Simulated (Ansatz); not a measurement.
**SbH2 (SMILES [SbH2]): methods side by side**

SbH2 has 3 atoms, charge 0, and is taken as a doublet. SMILES: `[SbH2]`. The coordinates come from a PBE0-D4/def2-TZVP relaxation.

```xyz
3

Sb    0.6598   -0.3463    0.3157
H     0.0467    1.2442    0.1632
H    -0.7173   -0.9627   -0.4921
```

Each level gives the electronic atomisation energy (eV). The values are calculated. Electronic energies at fixed atoms, without zero-point motion or spin-orbit coupling.

```
          level                    kind  program  value (eV)  less FCI/STO-3G
U-revPBE/STO-3G                     GGA   Ansatz        7.64            +1.21
    UPBE/STO-3G                     GGA   Ansatz        7.80            +1.37
U-r2SCAN/STO-3G                meta-GGA   Ansatz        7.65            +1.22
  UBHLYP/STO-3G           global hybrid   Ansatz        7.55            +1.12
 U-wB97X/STO-3G  range-separated hybrid   Ansatz        7.58            +1.15
   UCCSD/STO-3G   coupled cluster or CI   Ansatz        6.43             0.00
  UCCSDT/STO-3G   coupled cluster or CI   Ansatz        6.43             0.00
     FCI/STO-3G      exact in the basis   Ansatz        6.43             0.00
```

FCI/STO-3G is exact within its basis and frozen core, so for wave-function methods in that basis the difference is their error; functionals converge differently with the basis, so for them it is only a difference. All-electron rows without a relativistic Hamiltonian named are non-relativistic. The values span 6.43 to 7.80 eV. All rows use very small basis sets, so even the best lies far from the true value. In the correlated wave-function rows the outer d shell of Sb is correlated, in sets not made for it.
